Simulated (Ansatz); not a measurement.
**Question.** Predict a relaxed structure of NbO3H (the lowest singlet isomer of a short search), charge 0, singlet, at B3LYP-D4/def2-TZVP (Ansatz).

**Answer.** 
```xyz
5

Nb    0.181   -0.259    0.661
O    -0.789    0.940    1.433
O    -0.627   -1.779    0.782
O     0.698    0.175   -1.148
H     0.536    0.924   -1.728
```
The metal has 3 neighbours: O 1.72 Å, O 1.73 Å, O 1.93 Å. This is one stationary point.

In the def2 sets Nb takes a core potential; there is no spin–orbit coupling. The structure comes from a short search, and lower isomers may exist.
